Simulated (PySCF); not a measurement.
Level of theory: M06-2X/def2-TZVP // B3LYP-D3(BJ)/def2-TZVP run with PySCF. Gas-phase values, no solvent. One relaxed conformer stands for a flexible species; it need not be the lowest. 

Reference species (SMILES): `C=C([SiH3])CC#N` (neutral, multiplicity 1).

- S1 oscillator strength = 0.003
- HOMO = -9.53 eV

Changed species: `C(=C(\C)C#N)/[SiH3]`.

Task: What does the change do to the S1 oscillator strength and HOMO?

Result: the S1 oscillator strength hardly moves; the HOMO rises by 0.32 eV, to -9.21 eV.
